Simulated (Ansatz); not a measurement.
```xyz
2

O     0.0000    0.0000    0.6339
O     0.0000    0.0000   -0.6339
```

Basis set: cc-pVDZ (spherical functions). Correlated methods keep 2 orbitals frozen. Correlation on ROHF uses semicanonical orbitals with singles. Charge 0, multiplicity 3.

Computed with Ansatz (development build ahead of 0.2.0); the reference of a correlated method needn't be the lowest determinant of its kind.

(1) Give the atomization energy at this shape (free ground-state atoms in the same class of orbitals less the molecule, no zero-point energy) of triplet O2 by ROHF-CCSD(T), ROHF-CCSD, UHF-CCSD.

Results:

(1)

| method | atomization energy |
| --- | --- |
| ROHF-CCSD(T) | 102.10 kcal/mol |
| ROHF-CCSD | 95.13 kcal/mol |
| UHF-CCSD | 95.92 kcal/mol |

Caution: the reference determinant was not shown to be the lowest.
